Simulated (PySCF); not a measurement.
Ge(F)(Cl)(OH)2 (ClFGeH2O2), SMILES [OH][Ge]([OH])([F])[Cl].

Coordinates come from a PBE-D3(BJ)/def2-SVP optimisation. This is a generated structure with no PubChem entry under its InChIKey; it may be hypothetical. The values are those of a single conformer.

Calculation: PBE-D3(BJ)/def2-SVP (PySCF 2.14.0).

Frequencies are harmonic and unscaled.

Computed normal modes with their intensities:
| mode | ν (cm⁻¹) | IR (km/mol) | moving atoms (share of kinetic energy) |
|---|---|---|---|
| 1 | 113 | 76.7 | H 49 %, O 28 %, F 14 %, Cl 8 % |
| 2 | 127 | 13.8 | H 69 %, O 12 %, F 11 % |
| 3 | 179 | 2.3 | O 33 %, H 20 %, F 19 %, Cl 19 %, Ge 8 % |
| 4 | 200 | 32.5 | O 27 %, H 25 %, Ge 21 %, Cl 18 %, F 10 % |
| 5 | 236 | 24.5 | O 42 %, F 30 %, Ge 20 % |
| 6 | 242 | 30.6 | O 45 %, F 16 %, H 16 %, Ge 14 %, Cl 10 % |
| 7 | 264 | 98.1 | O 45 %, H 29 %, F 18 % |
| 8 | 433 | 62.6 | Cl 65 %, Ge 29 % |
| 9 | 679 | 55.9 | F 48 %, O 40 %, Ge 11 % |
| 10 | 719 | 89.8 | O 48 %, F 27 %, Ge 24 % |
| 11 | 740 | 100.7 | O 72 %, Ge 22 % |
| 12 | 896 | 70.0 | H 91 % |
| 13 | 916 | 92.2 | H 89 %, O 8 % |
| 14 | 3709 | 94.3 | H 94 % |
| 15 | 3718 | 84.1 | H 94 % |
